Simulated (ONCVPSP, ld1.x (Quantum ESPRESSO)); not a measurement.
## Potentials for sulfur compared

Generated with ld1.x 7.5 (TM, RRKJ, ultrasoft, PAW), atompaw 4.2 or ONCVPSP 4.0.1. The cutoff is in Ry: for ld1.x and atompaw files where the sum of valence levels is converged to 10 mRy in a Bessel basis, for ONCV files where the hardest occupied wave has 1 mHa per electron of residual kinetic energy. The error is the largest all-electron minus pseudo excitation energy over each file’s own four to seven test configurations (ionisations up to +4, promotions, holes and added fractions of an electron), all of which were solved. The labels leave out finer settings (local radius, basis sizes, second energies), which also bear on the numbers. Spin-polarised tests are not counted. The rows are a selection from randomly drawn settings: files with unsolved tests, undetermined cutoffs or missed reference levels are left out.

```csv
potential,cutoff (Ry),largest error (meV),bound ghosts
"ultrasoft, BLYP, scalar-relativistic, rc 1.50/1.40/1.40 (spd), local smoothed, core correction yes, reference 3s2 3p4",15,+124,none
"ONCV, PBEsol, scalar-relativistic, rc 0.90/0.90/0.90 (spd), local smoothed, core correction yes, reference 2s2 2p6 3s2 3p3.5, qcut 10.5/18.6/9.5, projectors 2/3/1",243,+1.5,none
"TM, Wu–Cohen, scalar-relativistic, rc 1.35/1.55/1.55 (spd), local s, core correction yes, reference 3s2 3p4",40,+77,none
"ONCV, revPBE, scalar-relativistic, rc 1.40/1.50/1.35 (spd), local smoothed, core correction yes, reference 3s2 3p4, qcut 4.2/6.4/6.9, projectors 3/2/3",56,+17,none
"RRKJ, PBEsol, scalar-relativistic, rc 1.40/1.35/1.45 (spd), local s, core correction no, reference 3s1.75 3p4.25",40,+231,none
```

(1) Fill in the row for S: ONCV, PBE, scalar-relativistic, rc 0.80/0.90 (sp), local smoothed, core correction yes, reference 2s2 2p6 3s2 3p2.5, qcut 18.8/16.7, projectors 2/2.

(2) Fill in the row for S: ONCV, PBE, scalar-relativistic, rc 1.35/1.60 (sp), local smoothed, core correction yes, reference 3s2 3p2.5, qcut 6.2/4.8, projectors 2/2.

Answers

(1) cutoff 222 Ry, largest error +5.4 meV, bound ghosts: none.

(2) cutoff 28 Ry, largest error +4.9 meV, bound ghosts: none.
